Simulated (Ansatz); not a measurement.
Reaction (cleavage of the Si–Si bond): `F[Si]1([SiH3])[CH2][AlH]1` + `[OH][Al]([OH])[Cl]` → `[OH][Al]([Cl])[O][SiH3]` + `F[SiH]1[CH2][AlH]1`

Program: Ansatz. Geometries: PBE0-D4/def2-TZVP. ΔE: electronic, gas phase. CCSD(T)/CBS adds triple-zeta CCSD(T) − MP2 to the extrapolated MP2 energy (def2 sets, frozen cores). This one scheme is used for every species. DFT in def2-TZVPP. B3LYP here is the variant with VWN-RPA as its local correlation; programs differ in this. Each species was taken in one conformer, which may not be the lowest.

```tsv
level	ΔE (eV)
PBE0-D4	-0.84
B3LYP-D4	-1.02
ωB97X-V	-1.02
B2PLYP	-1.10
r2SCAN	-0.95
SCS-MP2/def2-TZVPP	-1.17
HF/def2-QZVPP	-1.43
CCSD/CBS(def2)	-1.09
```

(1) What does CCSD(T)/CBS give? (An estimate is asked.)

Largest T1 diagnostic among the species: 0.014.

## Answers

(1) Ansatz gave: -1.04 eV. The listed levels differ from it by 0.20, 0.02, 0.02, -0.06, 0.09, -0.13, -0.39, -0.05 eV.

The D4 term adds +0.04 eV with B3LYP and +0.02 eV with PBE0; it sums over pairs of atoms, weighted by their polarisabilities, and B3LYP, whose exchange is more repulsive, gets the larger term. In def2-TZVPP, CCSD(T) changes the Hartree–Fock value by +0.35 eV (the triples alone add +0.06 eV) and MP2 by +0.30 eV. From PBE to PBE0 (25 % exact exchange), in def2-TZVPP and without D4, ΔE moves by −0.11 eV.
